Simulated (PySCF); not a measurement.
C₅H₈N₂O₂.
Z-matrix (Å and degrees, GFN2-xTB geometry), rows numbered from 1:
```
C 
C   1  1.5210
C   2  1.5231  1  112.41
O   2  1.4455  1  106.21  3  -120.19
C   4  1.3025  2  116.15  1  -160.97
N   5  1.3043  4  129.22  2     1.06
C   6  1.3576  5  102.06  4   178.91
N   7  1.2936  6  114.14  5     0.14
O   5  1.3381  4  117.73  2  -179.89
H   1  1.0858  2  109.79  3   -61.78
H   1  1.0865  2  109.81  3    58.33
H   1  1.0863  2  110.32  3   178.04
H   2  1.0968  1  110.89  3   123.10
H   3  1.0859  2  109.71  1    60.50
H   3  1.0869  2  109.94  1  -179.89
H   3  1.0875  2  110.04  1   -59.54
H   7  1.0698  6  122.79  5  -179.96
```

Definitions: NICS(0) = −σiso at the ring centroid; NICS(1) = −σiso and NICS(1)zz = −σzz at ±1 Å along the ring normal z. Level: GIAO PBE0/pcSseg-1 (PySCF, non-relativistic, gas phase) on the GFN2-xTB geometry, one conformer.

Ring bond lengths (Å), with Mayer bond orders in brackets: C5–N6 1.304 (1.55), N6–C7 1.358 (1.27), C7–N8 1.294 (1.70), N8–O9 1.371 (0.95), O9–C5 1.338 (1.12).

Task: Give the NICS values of each ring in ppm.

Result: 
```tsv
ring	type	NICS(0)	NICS(1), two faces	NICS(1)zz, two faces	rms pucker (Å)	centre to ring atoms, mean (Å)
C5–N6–C7–N8–O9	5-membered ring with 2 N and O; formal bonds all aromatic	-10.2	-9.1 / -9.1	-22.5 / -22.7	0.00	1.13
```

Task: What can be read from them?

Result: 
- C5–N6–C7–N8–O9: mean NICS(1)zz -22.6 ppm, shielded. The ring is flat and has no four-coordinate atom; by the NICS criterion it is aromatic.

Task: What does the geometric index give? HOMA = 1 − mean of α(R − Ropt)² over the ring bonds, with Krygowski's 1993 parameters (CN: Ropt 1.334 Å, α 93.52 Å⁻²; CO: Ropt 1.265 Å, α 157.38 Å⁻²; NO: Ropt 1.248 Å, α 57.21 Å⁻²).

Result: 
- C5–N6–C7–N8–O9: HOMA 0.60; the largest term is that of N8–O9, α(R − Ropt)² = 0.87.

Task: At the second NICS(1) probe listed for ring C5–N6–C7–N8–O9, 1 Å off the ring, how large is the induced field along the normal in 9.4 T applied along it?

Result: NICSzz × B0 = -22.7 ppm × 9.4 T = -213 μT, against the applied field.

Task: How shielded are the nuclei of the rings and their hydrogens (means over atoms taken as equivalent)?

Result: 
| atoms | environment | σ isotropic (ppm) | principal values of the symmetric part, first atom (ppm) |
| --- | --- | --- | --- |
| C5 | aromatic carbon bearing oxygen | 3.8 | -53.5, 13.5, 51.5 |
| N6 | pyridine-type nitrogen | 39.8 | -94.7, -2.9, 216.8 |
| C7 | aromatic CH next to a ring nitrogen | 24.9 | -76.2, 44.2, 106.6 |
| N8 | pyridine-type nitrogen | -119.7 | -312.6, -85.1, 38.7 |
| O9 | ring oxygen | -29.5 | -143.8, -62.3, 117.8 |
| H17 | aromatic hydrogen | 23.67 | 21.9, 23.8, 25.4 |
